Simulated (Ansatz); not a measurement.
Species: BAsH3, charge 0, doublet. BAsH3 (SMILES [BH][AsH2], doublet).
B3LYP-D3(BJ)/def2-TZVP minimum from Ansatz (a first-principles code):
```xyz
5

B      1.0572    -1.2962     0.1199
As    -0.2287     0.1904    -0.0216
H      0.6577     1.2763    -0.6170
H     -0.1870     0.7023     1.4051
H      1.7913    -1.7812    -0.6761
```
Charge 0, spin multiplicity 2.

Total energies in hartree (Ansatz). Radicals and triplets start from unrestricted determinants; spin-orbit coupling is neglected. Cores are frozen in correlated methods (noble-gas shells, and filled d and f shells in the p block). No relativity. Where a partner has so few electrons that a lower coupled-cluster level is exact, that level stands in.

| species | HF/cc-pVTZ | CCSD(T)/cc-pVTZ | HF/cc-pVQZ | CCSD(T)/cc-pVQZ | CCSDT(Q)/cc-pVTZ |
|---|---|---|---|---|---|
| 1: BAsH3 (SMILES [BH][AsH2], doublet) | -2260.59558 | -2260.85952 | -2260.60046 | -2260.87823 | -2260.86134 |
| 2: B (doublet) | -24.53207 | -24.59810 | -24.53297 | -24.60084 | -24.59852 |
| 3: As (quartet) | -2234.23714 | -2234.32576 | -2234.23956 | -2234.33229 | -2234.32641 |
| 4: H (doublet) | -0.49981 | -0.49981 | -0.49995 | -0.49995 | -0.49981 |

Work out the atomisation energy (electronic, to ground-state atoms) in kcal/mol: take Hartree-Fock from cc-pVQZ, extrapolate the CCSD(T) correlation energy as X^-3 (X = 3, 4), and add CCSDT(Q) - CCSD(T) in cc-pVTZ. 1 hartree = 627.51 kcal/mol.


Species 1: correlation (64·(-0.27777) - 27·(-0.26394))/37 = -0.28786; step -0.00182; E1 = -2260.60046 + (-0.28786) + (-0.00182) = -2260.89014
Species 2: correlation (64·(-0.06787) - 27·(-0.06603))/37 = -0.06921; step -0.00042; E2 = -24.53297 + (-0.06921) + (-0.00042) = -24.60260
Species 3: correlation (64·(-0.09273) - 27·(-0.08862))/37 = -0.09573; step -0.00065; E3 = -2234.23956 + (-0.09573) + (-0.00065) = -2234.33594
Species 4: correlation (64·(0.00000) - 27·(0.00000))/37 = 0.00000; step +0.00000; E4 = -0.49995 + (0.00000) + (+0.00000) = -0.49995
-1·E1 +1·E2 +1·E3 +3·E4 = 0.45175 hartree = 283.5 kcal/mol.
